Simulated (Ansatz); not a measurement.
FH₄ISi₂ (`F[SiH]([SiH3])I`). Total charge 0; spin multiplicity 1. I takes the def2 core potential. All single points use the PBE0-D4/def2-TZVP geometry.

```xyz
8

F    -2.061    0.840    0.446
Si   -1.013   -0.359    0.293
Si    1.015    0.443   -0.551
I    -0.599   -1.313    2.497
H    -1.667   -1.410   -0.524
H     0.812    1.084   -1.877
H     1.938   -0.713   -0.692
H     1.576    1.427    0.408
```

Problem. What is the dipole moment at ωB97M-V/def2-TZVPP? (Best estimate.)

Solution. The calculation gave: 1.55 D, with components (0.97, -0.24, -1.19) D in this frame, pointing from negative to positive charge.

Problem. And with PBE, r2SCAN, B3LYP? (An estimate is asked.)

Solution. Ansatz gave: PBE 1.36 D, r2SCAN 1.45 D, B3LYP 1.50 D.

Problem. Give the Mulliken charges with ωB97M-V, r2SCAN, PBE in def2-TZVPP. (Best estimate.)

Solution. The calculation gave: 
| atom | ωB97M-V | r2SCAN | PBE |
| --- | --- | --- | --- |
| F1 | -0.29 | -0.31 | -0.26 |
| Si2 | 0.43 | 0.53 | 0.45 |
| Si3 | 0.03 | 0.15 | 0.09 |
| I4 | -0.13 | -0.15 | -0.13 |
| H5 | -0.02 | -0.08 | -0.06 |
| H6 | -0.01 | -0.05 | -0.03 |
| H7 | 0.00 | -0.05 | -0.03 |
| H8 | 0.00 | -0.04 | -0.02 |

B3LYP here is the variant with VWN-RPA as its local correlation; programs differ in this.
